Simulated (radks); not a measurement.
Problem. All-electron atom: Sb+ in [Kr] 4d10 5s2 5p2. Calculated with a radial shooting solver on a logarithmic mesh with Libxc functionals: scalar-relativistic Kohn-Sham, r2SCAN, spin-polarised, spherical densities, finite nucleus; open shells are filled with parallel spins first (spin-orbit coupling, left out, can overturn this in heavy ions); meta-GGA in the generalised Kohn-Sham scheme; Fermi nuclear charge, rms radius 4.6802 fm. Some entries of the table are withheld. Estimate them.

| orbital | occ. | eigenvalue (eV) | <1/r> (bohr^-1) | <r^2> (bohr^2) |
|---|---|---|---|---|
| 1s up | 1 | -30368.43 | 54.32 | 0.001094 |
| 1s down | 1 | -30368.36 | 54.32 | 0.001094 |
| 2s up | 1 | -4644.419 | 12.43 | 0.01772 |
| 2s down | 1 | -4644.417 | 12.43 | 0.01772 |
| 2p up | 3 | -4167.372 | 11.91 | 0.01401 |
| 2p down | 3 | -4167.327 | 11.91 | 0.01402 |
| 3s up | 1 | -923.8315 | 4.437 | 0.1244 |
| 3s down | 1 | -923.7929 | 4.437 | 0.1244 |
| 3p up | 3 | -767.2296 | 4.216 | 0.1250 |
| 3p down | 3 | -767.1766 | 4.216 | 0.1250 |
| 3d up | 5 | -528.7007 | 3.976 | 0.1106 |
| 3d down | 5 | -528.6472 | 3.976 | 0.1106 |
| 4s up | 1 | -161.2286 | 1.750 | 0.7094 |
| 4s down | 1 | -161.1005 | 1.749 | 0.7100 |
| 4p up | 3 | -113.0801 | 1.595 | 0.8308 |
| 4p down | 3 | -112.9721 | 1.594 | 0.8304 |
| 4d up | 5 | -42.9220 | 1.292 | 1.257 |
| 4d down | 5 | -42.7094 | 1.297 | 1.236 |
| 5s up | 1 | -21.8831 | 0.5887 | 5.398 |
| 5s down | 1 | -19.7848 | 0.6027 | 5.228 |
| 5p up | 2 | -12.9401 | (1) | 7.903 |
| 5p down | 0 | -10.4756 | (2) | 7.425 |

Solution. 
(1) 5p up <1/r> (bohr^-1): 0.4804
(2) 5p down <1/r> (bohr^-1): 0.4961
